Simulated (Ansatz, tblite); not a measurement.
Forces on (NaH)4 cube (Na₄H₄) at its PBE0-D4/def2-SVP geometry. Total charge 0; singlet.

The xTB rows come from tblite.

GFN1-xTB (tblite), largest force 0.37 eV/Å:

```xyz
8
positions Å, forces eV/Å
Na   -0.272    1.817    0.412    0.054   -0.360   -0.082
Na    0.993   -0.814    1.377   -0.197    0.162   -0.273
Na   -1.666   -0.862   -0.166    0.331    0.171    0.033
Na    0.944   -0.141   -1.623   -0.187    0.028    0.322
H     1.737    0.898    0.173   -0.112   -0.058   -0.011
H    -0.984    0.147    1.692    0.064   -0.009   -0.109
H    -1.035    0.849   -1.435    0.067   -0.055    0.093
H     0.283   -1.894   -0.430   -0.018    0.122    0.028
```

GFN2-xTB (tblite), largest force 0.75 eV/Å:

```
Na 0.031 -0.205 -0.047
Na -0.112 0.092 -0.155
Na 0.188 0.097 0.019
Na -0.106 0.016 0.183
H -0.667 -0.345 -0.066
H 0.378 -0.056 -0.650
H 0.397 -0.326 0.551
H -0.109 0.727 0.165
```

PBE-D4/def2-TZVP (Ansatz), largest force 0.02 eV/Å:

```
Na 0.003 -0.017 -0.004
Na -0.009 0.008 -0.013
Na 0.016 0.008 0.002
Na -0.009 0.001 0.015
H -0.001 0.000 0.000
H 0.000 0.000 -0.001
H 0.000 0.000 0.000
H 0.000 0.001 0.000
```
